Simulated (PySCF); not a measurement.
AgCl, charge +1, doublet, at a GFN2-xTB geometry (such geometries of metal compounds can be far from the true shape) (the multiplicity is a formal guess) (core potentials on Ag); PySCF with CAMB3LYP/def2-SV(P).

The PySCF input:
```python
from pyscf import gto, scf, dft

mol = gto.Mole()
mol.atom = '''
    Ag   -0.000000   -0.000000   -0.607686
    Cl    0.000000    0.000000    1.680074
'''
mol.basis = 'def2-sv(p)'
mol.ecp = {'Ag': 'def2-sv(p)'}
mol.charge = 1
mol.spin = 1
mol.verbose = 4
mol.build()

mf = dft.ROKS(mol)
mf.xc = 'camb3lyp'
mf.kernel()
```

It wrote (shortened):

```
PySCF version 2.14.0

[INPUT] verbose = 4
[INPUT] num. atoms = 2
[INPUT] num. electrons = 35
[INPUT] charge = 1
[INPUT] spin (= nelec alpha-beta = 2S) = 1
[INPUT] symmetry False subgroup None
[INPUT] Mole.unit = angstrom
[INPUT] Symbol           X                Y                Z      unit          X                Y                Z       unit  Magmom
[INPUT]  1 Ag     0.000000000000   0.000000000000  -0.607686000000 AA    0.000000000000   0.000000000000  -1.148360109732 Bohr   0.0
[INPUT]  2 Cl     0.000000000000   0.000000000000   1.680074000000 AA    0.000000000000   0.000000000000   3.174879729003 Bohr   0.0

nuclear repulsion = 74.7124869423191
number of shells = 18
number of NR pGTOs = 86
number of NR cGTOs = 42
basis = def2-sv(p)
ecp = {'Ag': 'def2-sv(p)'}

******** <class 'pyscf.dft.roks.ROKS'> ********
method = ROKS
initial guess = minao
damping factor = 0
level_shift factor = 0
DIIS = <class 'pyscf.scf.diis.CDIIS'>
diis_start_cycle = 1
diis_space = 8
diis_damp = 0
SCF conv_tol = 1e-09
SCF conv_tol_grad = None
SCF max_cycles = 50
direct_scf = True
direct_scf_tol = 1e-13
num. doubly occ = 17  num. singly occ = 1
XC library pyscf.dft.libxc version 7.1.2
    S. Lehtola, C. Steigemann, M. J. T. Oliveira, and M. A. L. Marques,  SoftwareX 7, 1–5 (2018)
XC functionals = camb3lyp
    T. Yanai, D. P. Tew, and N. C. Handy,  Chem. Phys. Lett. 393, 51 (2004)
radial grids:
    Treutler-Ahlrichs [JCP 102, 346 (1995); DOI:10.1063/1.469408] (M4) radial grids

becke partition: Becke, JCP 88, 2547 (1988); DOI:10.1063/1.454033
pruning grids: <function nwchem_prune>
grids dens level: 3
symmetrized grids: False
atomic radii adjust function: <function treutler_atomic_radii_adjust>
small_rho_cutoff = 0
Set gradient conv threshold to 3.16228e-05
tot grids = 41320
init E= -594.452214638155
  HOMO = -0.740481926002193  LUMO = -0.642143046966737  gap/eV = 2.67594
cycle= 1 E= -605.986561257807  delta_E= -11.5  |g|= 1.47  |ddm|= 2.43
  HOMO = -0.209324345457005  LUMO = -0.169922620921429  gap/eV = 1.07218
cycle= 2 E= -604.033593754752  delta_E= 1.95  |g|= 3.41  |ddm|= 3.05

WARN: HOMO -0.311722293598493 >= LUMO -0.602429664796911

cycle= 3 E= -606.321243333228  delta_E= -2.29  |g|= 0.355  |ddm|= 2.54
  HOMO = -0.600661452897951  LUMO = -0.326493093907253  gap/eV = 7.46050
cycle= 4 E= -606.416661735611  delta_E= -0.0954  |g|= 0.719  |ddm|= 1.77
  HOMO = -0.565767912454461  LUMO = -0.327147565090897  gap/eV = 6.49319
cycle= 5 E= -606.604891945397  delta_E= -0.188  |g|= 0.249  |ddm|= 0.457
  HOMO = -0.54386453532706  LUMO = -0.312214072757428  gap/eV = 6.30353
cycle= 6 E= -606.641516768704  delta_E= -0.0366  |g|= 0.0791  |ddm|= 0.259
  HOMO = -0.546622555949149  LUMO = -0.297621679212931  gap/eV = 6.77566
cycle= 7 E= -606.647443202502  delta_E= -0.00593  |g|= 0.0294  |ddm|= 0.137
  HOMO = -0.555384273871276  LUMO = -0.285248904256008  gap/eV = 7.35076
cycle= 8 E= -606.648329909511  delta_E= -0.000887  |g|= 0.00287  |ddm|= 0.0918
  HOMO = -0.554273273067672  LUMO = -0.284993251008984  gap/eV = 7.32748
cycle= 9 E= -606.648338965689  delta_E= -9.06e-06  |g|= 0.00397  |ddm|= 0.00767
  HOMO = -0.553523457588852  LUMO = -0.285818155542366  gap/eV = 7.28463
cycle= 10 E= -606.648344093406  delta_E= -5.13e-06  |g|= 0.000728  |ddm|= 0.00481
  HOMO = -0.553663640412054  LUMO = -0.285937225603796  gap/eV = 7.28521
cycle= 11 E= -606.648344305202  delta_E= -2.12e-07  |g|= 0.000322  |ddm|= 0.0013
  HOMO = -0.553692311289588  LUMO = -0.285843429939206  gap/eV = 7.28854
cycle= 12 E= -606.648344342763  delta_E= -3.76e-08  |g|= 3.09e-05  |ddm|= 0.000441
  HOMO = -0.553685912456942  LUMO = -0.285847928370153  gap/eV = 7.28824
cycle= 13 E= -606.648344343161  delta_E= -3.99e-10  |g|= 3.23e-06  |ddm|= 4.48e-05
  HOMO = -0.553688220655296  LUMO = -0.285847567722236  gap/eV = 7.28832
Extra cycle  E= -606.648344343174  delta_E= -1.27e-11  |g|= 2.27e-06  |ddm|= 8.61e-06
converged SCF energy = -606.648344343174
```
